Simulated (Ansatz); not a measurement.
`[GeH3][CH]1[SiH2][SiH2]1`. The species carries charge 0 and has multiplicity 1. All single points use the PBE0-D4/def2-TZVP geometry.

```xyz
12

Ge   -1.646   -0.696   -0.125
C     0.279   -0.581    0.097
Si    0.969    0.824    1.165
Si    1.239    0.584   -1.048
H    -2.004   -1.562   -1.348
H    -2.304   -1.298    1.131
H    -2.204    0.723   -0.344
H     0.715   -1.567    0.257
H     2.051    0.458    2.109
H    -0.034    1.737    1.764
H     0.433    1.323   -2.049
H     2.505    0.055   -1.609
```

(1) What is the dipole moment at PBE/def2-TZVPP? (Estimate.)

(2) And with r2SCAN, B3LYP, ωB97M-V? (Estimate.)

(3) Give the Mulliken charges with PBE, B3LYP, ωB97M-V in def2-TZVPP. (Estimate.)

Results:

(1) The calculation gave: 0.59 D, with components (0.43, -0.39, 0.10) D in this frame, pointing from negative to positive charge.

(2) The calculation gave: r2SCAN 0.60 D, B3LYP 0.61 D, ωB97M-V 0.59 D.

(3) Ansatz gave: 
| atom | PBE | B3LYP | ωB97M-V |
| --- | --- | --- | --- |
| Ge1 | 0.10 | 0.13 | 0.08 |
| C2 | -0.28 | -0.35 | -0.46 |
| Si3 | 0.13 | 0.18 | 0.11 |
| Si4 | 0.13 | 0.18 | 0.11 |
| H5 | -0.02 | -0.02 | 0.01 |
| H6 | -0.02 | -0.02 | 0.01 |
| H7 | -0.01 | -0.02 | 0.02 |
| H8 | 0.11 | 0.12 | 0.14 |
| H9 | -0.05 | -0.06 | -0.01 |
| H10 | -0.04 | -0.05 | 0.00 |
| H11 | -0.04 | -0.05 | 0.00 |
| H12 | -0.05 | -0.06 | -0.01 |

B3LYP here is the variant with VWN-RPA as its local correlation; programs differ in this.
